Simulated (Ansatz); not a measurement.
Basis sets compared for `C#Cc1ccc(C#Cc2ccc(C#Cc3ccc(C#Cc4ccccc4)cc3)cc2)cc1`. The state is a singlet with charge 0. Geometry PBE-D4/def2-SVP. Ansatz on 2 threads of AMD EPYC 7R13 on a shared host and a share (18 GiB) of an NVIDIA H100 80GB HBM3; times are rough, and most runs start from earlier orbitals.

Cartesian coordinates in Å:
```
C -10.972 -0.770 8.434
C -10.001 -0.701 7.689
C -8.871 -0.622 6.820
C -8.825 0.340 5.779
C -7.721 0.417 4.930
C -6.620 -0.463 5.090
C -5.491 -0.384 4.223
C -4.516 -0.314 3.473
C -3.387 -0.235 2.605
C -2.282 0.594 2.927
C -1.178 0.671 2.078
C -1.135 -0.077 0.874
C -0.006 0.002 0.006
C 0.969 0.069 -0.744
C 2.098 0.148 -1.612
C 2.156 1.124 -2.639
C 3.260 1.201 -3.488
C 4.350 0.304 -3.344
C 5.479 0.382 -4.212
C 6.454 0.451 -4.961
C 7.584 0.530 -5.831
C 8.699 1.340 -5.495
C 9.803 1.412 -6.352
C 9.819 0.684 -7.553
C 8.720 -0.121 -7.895
C 7.611 -0.201 -7.046
C 4.291 -0.673 -2.316
C 3.188 -0.749 -1.468
C -2.241 -0.905 0.552
C -3.345 -0.983 1.400
C -6.667 -1.424 6.133
C -7.771 -1.502 6.981
H -11.828 -0.830 9.092
H -9.674 1.027 5.647
H -7.693 1.166 4.125
H -2.306 1.177 3.859
H -0.325 1.317 2.336
H 1.316 1.824 -2.759
H 3.297 1.961 -4.282
H 8.681 1.908 -4.554
H 10.662 2.044 -6.079
H 10.690 0.744 -8.223
H 8.728 -0.695 -8.835
H 6.748 -0.830 -7.309
H 5.132 -1.372 -2.196
H 3.151 -1.509 -0.673
H -2.217 -1.489 -0.380
H -4.197 -1.628 1.142
H -5.818 -2.111 6.265
H -7.799 -2.250 7.787
```

Single mean-field runs in def2-SVP, def2-TZVP are fitted with def2-universal-jkfit.

Binding counts from free atoms (C triplet, H doublet) in the same basis, without a counterpoise term.

```json
{"level": "PBE-D4/def2-SVP", "functions": "538", "energy (Eh)": "-1227.6609", "HOMO (eV)": "-5.52", "LUMO (eV)": "-2.38", "binding per atom (eV)": "5.79", "wall time": "15 s"}
{"level": "PBE0-D4/def2-SVP", "functions": "538", "energy (Eh)": "-1227.7406", "HOMO (eV)": "-6.48", "LUMO (eV)": "-1.67", "binding per atom (eV)": "5.66", "wall time": "13 s"}
```

Question: Estimate the rows for PBE-D4/def2-TZVP (with forces), PBE0-D4/def2-TZVP.

Answer: 
| level | functions | energy (Eh) | HOMO (eV) | LUMO (eV) | binding per atom (eV) | wall time |
| --- | --- | --- | --- | --- | --- | --- |
| PBE-D4/def2-TZVP (with forces) | 1100 | -1228.9461 | -5.57 | -2.48 | 5.70 | 16 s |
| PBE0-D4/def2-TZVP | 1100 | -1229.0140 | -6.47 | -1.74 | 5.56 | 12 s |
